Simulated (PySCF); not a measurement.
AlBH4N, Al2BH5N (calculated)

All values are calculated (PySCF 2.14.0). Calculation on a computer-drawn molecule: the log of a Hartree-Fock and frozen-core CCSD(T) single point meant for a local Hartree-Fock minimum, with one planted fault or none, to be diagnosed. Offsets are logged minus clean, where the clean run is the same molecule without the fault. The reference is restricted for singlets and unrestricted otherwise, and also for a bond in bohr or an excited solution. Adding or removing an electron swaps singlet and doublet. The excited solution moves the top pair (singlet) or top alpha electron (doublet) to the lowest empty orbital. Highest occupied and lowest empty are orbital energies over both spins, largest force is the largest gradient component, triples share is (T) over the correlation energy, the T1 limit is 0.02 restricted and 0.045 unrestricted, electrons count all cores, a negative frequency is imaginary (commonest isotopes), and the dipole is about the centre of nuclear charge.

Common to all runs: meant charge 1; meant multiplicity 1; meant basis cc-pV(D+d)Z; logged SCF converged yes; logged spin squared 0; logged CC converged yes; logged SCF stable within its kind yes; possible faults no fault, one electron removed, one electron added, multiplicity raised by two, geometry at a saddle point, SCF held on an excited solution, minimal basis STO-3G, one bond length entered in bohr, all coordinates scaled.

(1) 
```xyz
7
formula=AlBH4N logged_electrons=28 logged_basis_functions=71 logged_highest_occupied=-15.857 logged_lowest_empty=-4.6681 logged_largest_force=3.232e-05 logged_lowest_frequency=231.41 logged_T1_diagnostic=0.017514 logged_D1_diagnostic=0.056142 logged_triples_share=0.028261 logged_dipole_magnitude=2.4446 logged_energy_HF=-323.15734 logged_energy_CCSD(T)=-323.50122 planted_fault=no_fault HF_energy_offset_from_clean_run=0 CCSD(T)_energy_offset_from_clean_run=0
N     -2.1393     0.6045    -1.1516
B     -1.0188     0.9278    -1.8624
Al    -0.5656     2.9763    -2.4594
H     -2.3213    -0.3483    -0.8909
H     -2.8500     1.2326    -0.8358
H     -0.2083     0.1256    -2.2090
H     -0.1654     4.4054    -2.9252
```

Units: logged_highest_occupied, logged_lowest_empty in eV; logged_largest_force in hartree/bohr; logged_lowest_frequency in cm⁻¹; logged_dipole_magnitude in debye; logged_energy_HF, logged_energy_CCSD(T) in hartree; HF_energy_offset_from_clean_run, CCSD(T)_energy_offset_from_clean_run in kcal/mol.

Drawn bonds:
```
atom  other atom  order
   1           2      1
   2           3      1
   1           4      1
   1           5      1
   2           6      1
   3           7      1
```

(2) 
```xyz
9
formula=Al2BH5N logged_electrons=42 logged_basis_functions=33 logged_highest_occupied=-11.33 logged_lowest_empty=1.8447 logged_largest_force=0.033664 logged_T1_diagnostic=0.020754 logged_D1_diagnostic=0.082087 logged_triples_share=0.020741 logged_dipole_magnitude=3.6135 logged_energy_HF=-558.91906 logged_energy_CCSD(T)=-559.11529 planted_fault=minimal_basis_STO-3G HF_energy_offset_from_clean_run=4233 CCSD(T)_energy_offset_from_clean_run=4374
N     -0.7172    -2.1874     2.2488
B      0.2097    -1.3996     1.6051
Al     0.2707    -1.2580    -0.5555
Al     2.2454     0.3831    -1.5488
H     -1.4178    -2.7430     1.8020
H     -0.7485    -2.2554     3.2487
H      1.0034    -0.7759     2.2537
H     -0.4710    -1.8038    -1.8272
H      3.3675     1.3165    -2.1237
```

Units: logged_highest_occupied, logged_lowest_empty in eV; logged_largest_force in hartree/bohr; logged_dipole_magnitude in debye; logged_energy_HF, logged_energy_CCSD(T) in hartree; HF_energy_offset_from_clean_run, CCSD(T)_energy_offset_from_clean_run in kcal/mol.

Drawn bonds:
```
atom  other atom  order
   1           2      1
   2           3      1
   3           4      1
   1           5      1
   1           6      1
   2           7      1
   3           8      1
   4           9      1
```

Notes: T1 above single-reference limit.
